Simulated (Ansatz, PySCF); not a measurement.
Breaking the Mg1–H2 bond in H4MgSi (SMILES [MgH][SiH3]) (multiplicity 1 held, fragments rigid). Energies count from the point at 1.702 Å.
Geometry at that point (charge 0, multiplicity 1):
```xyz
6

Mg    -1.274    -0.699    -0.178
H     -2.755    -1.512    -0.386
Si     0.972     0.533     0.136
H      1.613     0.250     1.452
H      0.838     2.017     0.064
H      1.986     0.169    -0.894
```

Unrestricted levels (U-) break spin symmetry where that is lower. Active spaces are followed from a long bond inwards. Curves can end on different states.

Frozen-core correlation. Rows in 3-21G, 6-31G* carry no dispersion term and start afresh at each structure (6-31G* with six Cartesian d functions). MP2/6-31G* freezes PySCF's default core, which is smaller on s-block atoms.

Programs: Ansatz (Gaussian orbitals); PySCF for 3-21G rows, 6-31G* rows. Values without a source in brackets are computed.

Other levels give for the energy at R = 5.446 Å: U-PBE/def2-TZVPPD 2.891; U-B3LYP/def2-TZVPPD 3.064; U-wB97X-V/def2-TZVPPD 3.166; FIC-MRCISD+Q on CASSCF(2,2)/def2-TZVPPD 3.074 eV.

Common cheap choices:

| level | energy at R = 5.446 Å (eV) |
|---|---|
| R-HF/3-21G | 6.081 |
| R-HF/6-31G* | 5.855 |
| U-HF/6-31G* | 2.201 |
| R-B3LYP/6-31G* | 4.337 |
| R-MP2/6-31G* | 4.089 |

Doubts at one or more of the structures used: a restricted determinant that unrestricted orbitals would lower (R-HF/3-21G, R-HF/6-31G*, R-B3LYP/6-31G*, R-MP2/6-31G*); a spin-contaminated determinant (U-HF/6-31G*, U-PBE/def2-TZVPPD, U-B3LYP/def2-TZVPPD, U-wB97X-V/def2-TZVPPD).

Ansatz is a program for electronic structure.
